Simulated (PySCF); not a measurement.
Compound: C9H9N.
Numbering: `[CH2:1]=[CH:2][C:3](=[CH2:4])[c:5]1[cH:6][cH:7][n:8][cH:9][cH:10]1` (hydrogens: H11, H12 on C1; H13 on C2; H14, H15 on C4; H16 on C6; H17 on C7; H18 on C9; H19 on C10)

Geometry (PBE0-D3(BJ)/def2-SVP, Å), atoms numbered from 1 in this order:
```xyz
19
C9H9N angstrom
C      1.956   -0.367   -1.650
C      2.139    0.211   -0.455
C      1.092    0.450    0.541
C      1.365    1.037    1.718
C     -0.296    0.022    0.212
C     -1.186    0.886   -0.432
C     -2.474    0.436   -0.719
N     -2.912   -0.784   -0.419
C     -2.062   -1.608    0.189
C     -0.754   -1.262    0.522
H      0.973   -0.715   -1.978
H      2.792   -0.509   -2.339
H      3.142    0.545   -0.167
H      0.585    1.215    2.462
H      2.383    1.353    1.965
H     -0.877    1.899   -0.701
H     -3.187    1.102   -1.218
H     -2.440   -2.609    0.429
H     -0.097   -1.979    1.020
```

Method: PySCF 2.14.0, PBE0-D3(BJ)/def2-SVP geometry optimisation, gas phase.

Masses are those of the commonest isotopes; rigid-rotor values at the optimised geometry. The values belong to one conformer with, in the numbering `[CH2:1]=[CH:2][C:3](=[CH2:4])[c:5]1[cH:6][cH:7][n:8][cH:9][cH:10]1`, C1–C2–C3–C4 180°, C2–C3–C5–C6 -90°.

(1) What are A, B and C (GHz)?

(2) What kind of rotor is it?

(3) Is it planar, by Δ = Ic − Ia − Ib?

(4) Give the other two planar moments, Paa and Pbb, and the rms extents of the mass along the axes.

(5) Where do the levels up to J = 2 lie, in cm⁻¹?

(6) Predict some low-J microwave lines.

## Answers

(1) Ia = 199.30, Ib = 537.13, Ic = 569.97 u·Å²; 505379 MHz·u·Å²/I gives 2536, 940.9 and 886.7 MHz, that is A = 2.5358, B = 0.9409, C = 0.8867 GHz.

(2) A near-prolate asymmetric top; Ray's κ = -0.934.

(3) Not planar: Δ = Ic − Ia − Ib = -166.47 u·Å². For a rigid frame Δ = −2 Σ m c², so Σ m c² = 83.23 u·Å² lies off the ab plane: 17.96 from hydrogen and 65.27 from heavier atoms. The atom farthest from that plane is 2.16 Å away.

(4) Paa = Σ m a² = (Ib + Ic − Ia)/2 = 453.90 and Pbb = Σ m b² = (Ia + Ic − Ib)/2 = 116.07 u·Å². With the mass M = 131.07 u, the rms extents √(P/M) along a, b and c are 1.86, 0.94, 0.80 Å.

(5) Above 0(0,0):
J = 1: 1(0,1) 0.0610, 1(1,1) 0.1142, 1(1,0) 0.1160
J = 2: 2(0,2) 0.1828, 2(1,2) 0.2343, 2(1,1) 0.2397, 2(2,1) 0.3993, 2(2,0) 0.3993
The levels of one J sum to (2J + 1)J(J + 1)(A + B + C)/3.

(6) The dipole components are |μa| = 2.28 D, |μb| = 0.31 D, |μc| = 0.00 D; the mirror of this Cs structure is the ab plane, so μc vanishes by symmetry (the 0.01 D computed is a residue) and there are no c-type lines. The squared components, which scale the intensities, stand as 1.00 : 0.02 (a : b). Some lines, for components of 0.1 D or more:

| type | branch | J(Ka,Kc) | MHz | lower level (cm⁻¹) |
| --- | --- | --- | --- | --- |
| b | R | 2(0,2) ← 1(1,1) | 2059 | 0.114 |
| b | R | 1(1,1) ← 0(0,0) | 3422 | 0.000 |
| a | R | 2(0,2) ← 1(0,1) | 3654 | 0.061 |
| b | R | 3(0,3) ← 2(1,2) | 3935 | 0.234 |
| b | Q | 2(2,1) ← 2(1,2) | 4947 | 0.234 |
| a | R | 3(1,3) ← 2(1,2) | 5401 | 0.234 |
| a | R | 3(0,3) ← 2(0,2) | 5477 | 0.183 |
| a | R | 3(2,1) ← 2(2,0) | 5488 | 0.399 |
| a | R | 3(1,2) ← 2(1,1) | 5563 | 0.240 |
| b | R | 3(1,3) ← 2(0,2) | 6943 | 0.183 |
| b | R | 3(2,1) ← 2(1,2) | 10437 | 0.234 |
| b | R | 3(3,1) ← 2(2,0) | 13592 | 0.399 |
| b | R | 3(3,0) ← 2(2,1) | 13594 | 0.399 |

No frequency check. Constants of a rigid frame at the computed geometry: no zero-point averaging, no centrifugal distortion. Quadrupole hyperfine structure (14N) is left out.
